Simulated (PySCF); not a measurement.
2-pyridinecarboxaldehyde, C₆H₅NO.
SMILES with atom numbers: `[O:1]=[CH:2][c:3]1[cH:4][cH:5][cH:6][cH:7][n:8]1` (hydrogens: H9 on C2; H10 on C4; H11 on C5; H12 on C6; H13 on C7)

Torsions of this conformer, `[O:1]=[CH:2][c:3]1[cH:4][cH:5][cH:6][cH:7][n:8]1`: O1–C2–C3–C4 0°.

The closed-shell ground state was solved at several levels (PySCF, density fitting, gas phase, non-relativistic). Isolated species at its GFN2-xTB geometry (one conformer only).

```tsv
level	basis functions	total energy (Eh)	HOMO (eV)	LUMO (eV)	gap (eV)	dipole (D)
B3LYP/pcJ-1	266	-361.6215	-7.30	-2.35	4.95	3.83
PBE0/pcSseg-1	161	-361.1517	-7.56	-2.19	5.37	3.79
```

Question: Estimate the row for PBE0/def2-SVPD, a basis of 203 functions; the other rows only guide the guess.

Answer: Total energy -360.9482 Eh, HOMO -7.60 eV, LUMO -2.26 eV, gap 5.34 eV, dipole 3.89 D.

Question: Over all these levels, which gives the widest orbital gap and which the narrowest?

Answer: PBE0/pcSseg-1 (global hybrid, 25 % exact exchange) has the widest, 5.37 eV, and B3LYP/pcJ-1 (global hybrid, 20 % exact exchange) the narrowest, 4.95 eV. Functional and basis both differ between the two, so the spread mixes both effects.

Question: How far do the dipole and the HOMO energy spread over the levels?

Answer: The dipole runs from 3.79 to 3.89 D (mean 3.84 D) and the HOMO from -7.60 to -7.30 eV.
